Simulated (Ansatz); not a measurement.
Isomers of Ga4F5⁺ (singlet), relaxed with PBE0-D4/def2-SVP; total energies from Ansatz at PBE0-D4/def2-TZVP.

| isomer | description | energy (Eh) |
| --- | --- | --- |
| A | point group C3v; 7 × F–Ga 1.72 to 2.10 Å | -8197.49031 |
| B | point group Cs; 5 × F–Ga 1.72 to 1.86 Å; 1 × Ga–Ga 2.41 Å | -8197.46449 |

The isomers come from a short search, and lower ones may exist.

Problem. Work out the relative energies (1 Eh = 2625.5 kJ/mol) and the Boltzmann populations at 1200 K from electronic energies alone (R = 8.314 J/mol/K).

Solution. ΔE: A 0.0, B 67.8 kJ/mol. RT = 9.98 kJ/mol. Factors exp(−ΔE/RT): A 1, B 0.00112; sum 1.001. Populations: A 99.9 %, B 0.1 %. Zero-point energy, vibrational entropy and symmetry numbers are left out and can shift these; an error of 4 kJ/mol changes a ratio by a factor of 1.5. Over the other density-functional and correlated levels in def2 sets, the gap between A and B ranges from 61 to 65 kJ/mol.
